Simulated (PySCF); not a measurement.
# Exercise with solution: entropy of an ideal gas

Au2, SMILES [Au][Au], multiplicity 1.

Geometry optimised at B3LYP-D3(BJ)/def2-TZVPD. The spin state was assumed, not searched. The def2 effective core potentials stand for the cores of Au; spin–orbit coupling is left out.

PySCF 2.14.0 with B3LYP-D3(BJ)/def2-TZVPD gives the harmonic wavenumbers 167 cm⁻¹ and the rotational temperature 0.0377 K. The molar mass is 393.93 g/mol, the symmetry number 2, the spin multiplicity 1.

### Question
Work out the entropy at 298.15 K and 1 atm in the rigid-rotor, harmonic-oscillator model.

### Answer

Translation (Sackur–Tetrode at 1 atm): S = R[1.5 ln M + 2.5 ln T − 1.16487] = 183.3 J/(mol K).
Rotation: q = T/(σ θ) = 3950, S = R[ln q + 1] = 77.2 J/(mol K).
Vibration: with u = 1.4388 ν/T, each mode gives R[u/(e^u − 1) − ln(1 − e^−u)]:
```csv
ν (cm⁻¹),modes,u,S (J/(mol K))
167,1,0.81,10.33
```
These are all the modes. Sum 10.3 J/(mol K).
Spin: R ln 1 = 0.0 J/(mol K).
Total 270.8 J/(mol K); the program's own thermochemistry gives 270.8. Translation makes up 68 % and vibration 4 %. Anharmonicity, hindered rotation and orbital degeneracy are left out.
